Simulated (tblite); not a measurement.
C$_{2}$H$_{9}$GaN (SMILES [CH3][Ga]([CH3])<-[NH3]), doublet, geometry from GFN2-xTB (such geometries of metal compounds can be far from the true shape) (the spin is typed, not shown lowest); tblite 0.6.0 with GFN1-xTB with ALPB(water).

Here is a job for tblite.
```
$ tblite run mol.xyz --method gfn1 --charge 0 --spin 1 --alpb water --json tblite.json --no-restart

# file mol.xyz
13

Ga     0.35565171     0.12567504     0.45849011
C      1.05725161     1.02823073    -1.36726847
H      1.88170245     0.47457811    -1.82071374
H      1.40219734     2.04652231    -1.17838924
H      0.23567631     1.07971697    -2.08591315
C     -1.70779912     0.52504554     0.93187866
H     -2.19629358    -0.32323370     1.41539074
H     -2.24749798     0.75945946     0.01096043
H     -1.79289149     1.38537280     1.59821234
N     -0.39654347    -1.79393875    -0.88360141
H     -1.12887412    -1.35294866    -1.43124050
H     -0.80548007    -2.58436714    -0.39589015
H      0.30534776    -2.14311248    -1.52806115
```

The log (banner, timings and long lists left out):

```
xTB calculator
 | screened Coulomb repulsion
 | Coulomb electrostatics
 |  * isotropic Klopman-Ohno-Mataga-Nishimoto electrostatics
 |  * onsite third-order electrostatics
 | DFT-D3(BJ) dispersion correction
 | Interactions (3)
 | [1] alpb/gbsa reaction field model
 | [2] cds contribution to solvation
 | [3] empirical free energy shift and standard state/solvent correction

halogen bonding energy    0.0000000000000E+00 Eh
repulsion energy          1.5671703032109E-01 Eh
dispersion energy        -3.7653136409577E-03 Eh
interaction energy       -5.5038152669550E-04 Eh
number of electrons       2.5000000000000E+01 e
integral cutoff           4.0000000000000E+01 bohr

------------------------------------------------------------
  cycle        total energy    energy error   density error
------------------------------------------------------------
      1     -13.53734780746  -1.3689749E+01   5.3044672E-01
      2     -13.55596780914  -1.8620002E-02   2.8925105E-01
      3     -13.55713432263  -1.1665135E-03   4.2328676E-02
      4     -13.55745724866  -3.2292603E-04   4.3376657E-03
      5     -13.55746509445  -7.8457895E-06   9.4647834E-04
      6     -13.55746552936  -4.3490735E-07   1.9214168E-04
      7     -13.55746555043  -2.1071376E-08   6.1998778E-05
      8     -13.55746555200  -1.5676083E-09   8.7669512E-06
------------------------------------------------------------

electronic energy        -1.3709866887149E+01 Eh
total energy             -1.3557465551996E+01 Eh

Post processing:
 | Mayer-Wiberg bond orders

[Info] JSON dump of results written to 'tblite.json'
```
